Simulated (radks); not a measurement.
The numbers below are computed, except where a source is named.
Species: Ho30+. Configuration: [Kr] 4d1 (the NIST ground configuration).

Level of theory: Dirac Kohn-Sham, PBE, spin-unpolarised, spherical densities, point nucleus; open shells are shared between the two j in proportion to 2j + 1 (a radial shooting solver on a logarithmic mesh with Libxc functionals).

Energy parts (hartree):
| part | energy |
|---|---|
| total | -12166.9708 |
| kinetic | 13439.8297 |
| electron-nucleus | -28468.5717 |
| Hartree | 3090.9534 |
| exchange-correlation | -229.1822 |

Orbitals (lengths in bohr, moments of r in powers of bohr; r(90%) holds 90 % of the orbital's charge):
| orbital | occ. | eigenvalue (hartree) | r(90%) | <r^4> |
|---|---|---|---|---|
| 1s1/2 | 2 | -2078.111 | 0.0376 | 9.253e-07 |
| 2s1/2 | 2 | -381.4914 | 0.136 | 0.0001436 |
| 2p1/2 | 2 | -365.0832 | 0.120 | 0.00008814 |
| 2p3/2 | 4 | -333.5716 | 0.130 | 0.0001190 |
| 3s1/2 | 2 | -115.6793 | 0.333 | 0.005252 |
| 3p1/2 | 2 | -108.5884 | 0.325 | 0.004697 |
| 3p3/2 | 4 | -101.8587 | 0.343 | 0.005825 |
| 3d3/2 | 4 | -89.87084 | 0.314 | 0.004030 |
| 3d5/2 | 6 | -88.38906 | 0.319 | 0.004304 |
| 4s1/2 | 2 | -50.22320 | 0.669 | 0.08736 |
| 4p1/2 | 2 | -47.27612 | 0.675 | 0.08986 |
| 4p3/2 | 4 | -45.30211 | 0.702 | 0.1054 |
| 4d3/2 | 0.4 | -40.47492 | 0.708 | 0.1068 |
| 4d5/2 | 0.6 | -40.05525 | 0.716 | 0.1115 |

The highest occupied level is 4d5/2 at -1090.0 eV. Summed over all electrons, <r^2> = 3.398 bohr^2, which gives a Langevin (diamagnetic) susceptibility term of -2.69 x 10^-6 cm^3/mol.
